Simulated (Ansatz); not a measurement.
`BC[SiH2]S[SiH3]` + `O[SiH2][SiH3]` → `[SiH3]O[SiH2][SiH3]` + `BC[SiH2]S`  (ligand exchange at the Si–S bond)

Gas-phase electronic energies from Ansatz, PBE0-D4/def2-TZVP geometries. CCSD(T)/CBS is the MP2 limit (def2-TZVPP, def2-QZVPP) plus CCSD(T) − MP2 in def2-TZVPP, frozen cores. Functionals use def2-TZVPP. B3LYP here is the variant with VWN-RPA as its local correlation; programs differ in this. Each species was taken in one conformer, which may not be the lowest.

`BC[SiH2]S[SiH3]`:

Z-matrix (Å, degrees):
```
C
Si 1 1.876
B 1 1.552 2 100.7
H 1 1.094 2 105.9 3 119.1
H 1 1.091 2 109.4 3 -121.7
S 2 2.155 1 108.6 3 19.5
H 2 1.486 1 112.5 3 141.5
H 2 1.483 1 111.1 3 -94.5
H 3 1.197 1 121.0 2 -101.1
H 3 1.197 1 120.4 2 80.7
Si 6 2.141 2 97.8 1 73.0
H 11 1.485 6 109.7 2 -22.2
H 11 1.484 6 110.2 2 97.7
H 11 1.482 6 108.1 2 -142.4
```

`O[SiH2][SiH3]`:

```xyz
9

O     1.163    0.263   -1.694
Si   -0.298    0.337   -0.921
Si   -0.199   -0.515    1.264
H     1.901    0.723   -1.293
H    -0.807    1.739   -0.859
H    -1.228   -0.465   -1.754
H    -1.525   -0.373    1.926
H     0.806    0.241    2.063
H     0.188   -1.951    1.269
```

`[SiH3]O[SiH2][SiH3]`:

Z-matrix (Å, degrees):
```
Si
O 1 1.634
H 1 1.489 2 109.8
H 1 1.484 2 109.3 3 120.0
H 1 1.484 2 109.4 3 -120.0
Si 2 1.640 1 145.7 3 1.8
Si 6 2.347 2 111.8 1 -2.1
H 6 1.488 2 108.6 1 -123.4
H 6 1.488 2 108.8 1 119.2
H 7 1.488 6 111.0 2 60.7
H 7 1.489 6 108.8 2 -179.8
H 7 1.488 6 111.0 2 -60.2
```

`BC[SiH2]S`:

```xyz
11

B     1.385   -0.682   -1.070
C     0.346    0.382   -0.686
Si   -0.684   -0.299    0.744
S    -2.313    0.998    1.229
H     1.132   -1.509   -1.898
H     2.438   -0.743   -0.501
H    -0.388    0.611   -1.464
H     0.776    1.305   -0.283
H     0.183   -0.506    1.931
H    -1.344   -1.576    0.377
H    -1.532    2.019    1.620
```

```
             level  ΔE (kJ/mol)
         r2SCAN-D4        -36.9
            B2PLYP        -51.8
            r2SCAN        -38.0
             B3LYP        -56.2
    MP2/def2-TZVPP        -39.9
SCS-MP2/def2-TZVPP        -49.8
      HF/CBS(def2)        -80.6
     MP2/CBS(def2)        -37.0
```

What does CCSD(T)/CBS give? (Best estimate.)

Computed: -42.1 kJ/mol. The listed levels differ from it by 5.2, -9.7, 4.1, -14.1, 2.2, -7.7, -38.5, 5.1 kJ/mol.

Largest T1 diagnostic among the species: 0.012.

In def2-TZVPP, CCSD(T) changes the Hartree–Fock value by +32.9 kJ/mol (the triples alone add +6.1 kJ/mol) and MP2 by +38.0 kJ/mol. From PBE to PBE0 (25 % exact exchange), in def2-TZVPP and without D4, ΔE moves by −4.8 kJ/mol.
